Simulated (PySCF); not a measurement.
BiF2HTe. Atoms are numbered in the order given.

```xyz
5

Bi    -0.5753     0.4833     0.6174
F     -2.1844    -0.1621    -0.4553
F     -0.4210     2.2466    -0.4024
Te     1.3238    -1.1136    -0.8459
H      2.3569    -0.9635     0.4663
```

Geometry: B3LYP-D3(BJ)/def2-SVP. The def2 effective core potentials stand for the cores of Bi, Te; spin–orbit coupling is left out.

These are PySCF with B3LYP-D3(BJ)/def2-SVP values and carry that method's errors.

Frequencies are harmonic and unscaled.

```csv
mode,ν (cm⁻¹),IR (km/mol),moving atoms (share of kinetic energy)
1,50,1.0,"H 56 %, F 38 %"
2,109,5.8,"F 75 %, Te 20 %"
3,112,1.2,"F 60 %, H 30 %"
4,166,17.8,"Te 48 %, Bi 43 %"
5,184,7.4,"F 82 %, H 11 %"
6,496,4.2,H 97 %
7,571,64.2,"F 91 %, Bi 9 %"
8,581,66.3,"F 92 %, Bi 8 %"
9,2081,54.8,H 99 %
```
